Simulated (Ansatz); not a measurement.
Ansatz (an electronic-structure program) input (RI-MP2/aug-cc-pV(T+d)Z):
A basis named .json is the Basis Set Exchange file of that set.

Ansatz 0.2 input:
```yaml
crystal:
  periodic: [false, false, false]
  atoms:
    - {symbol: Cl, position_ang: [-0.19477399, 0.86765626, -1.55739074]}
    - {symbol: C, position_ang: [-0.30337156, 0.04547374, 0.05466540]}
    - {symbol: Cl, position_ang: [-2.01233097, 0.15812473, 0.63518130]}
    - {symbol: C, position_ang: [0.73382375, 0.67083674, 1.00756751]}
    - {symbol: Si, position_ang: [1.92085478, -0.70793607, 0.45160101]}
    - {symbol: C, position_ang: [0.22824366, -1.39471216, -0.07996468]}
    - {symbol: H, position_ang: [0.42505603, 0.49963969, 2.03995741]}
    - {symbol: H, position_ang: [0.91577810, 1.72947671, 0.85657486]}
    - {symbol: H, position_ang: [2.63238300, -1.44472524, 1.52020345]}
    - {symbol: H, position_ang: [2.85718893, -0.36408549, -0.63676410]}
    - {symbol: H, position_ang: [-0.18918219, -2.00983231, 0.71869525]}
    - {symbol: H, position_ang: [0.03541847, -1.86723505, -1.03712993]}
basis:
  gaussian:
    orbitals: aug-cc-pV_T+d_Z.json
    fitting: {mean_field: def2-universal-jkfit, correlation: aug-cc-pVTZ-RIFIT.json}
magnetization: {spin_polarized: false}
correlation: {method: mp2, electrons: outside_noble_gas}
```

Output:

```
Functional definition: HF
integrals: 1.01 GiB planned
717 factors; integrals over basis functions are off by at most 1.4e0 eV
1.07 GiB of device memory are held for the factors and their scratch space
mean field: 2.20 GiB planned
mean field evaluation 1: about -36053.5581 eV, gradient 3.8e1 eV
mean field evaluation 2: about -36057.0774 eV, gradient 1.7e1 eV
mean field evaluation 4: about -36057.8490 eV, gradient 1.2e0 eV
mean field evaluation 8: about -36057.8549 eV, gradient 2.6e-6 eV
mean field -36057.85492184 eV, -1325.1017274856 hartree, gradient 2.6e-6 eV, S^2 0.000000; 0 other end points of the search recorded, 0 dependent functions left out
18 core orbitals not correlated
1035 factors; their error is unknown
reference -36057.85492184 eV, -1325.1017274856 hartree; 18, 18 occupied and 405, 405 virtual orbitals, 1035 factors
second order -28.14288147 eV of doubles, -0.00000000 eV of singles
Total energy: -36085.99780331 eV, -1326.1359593037 hartree
```
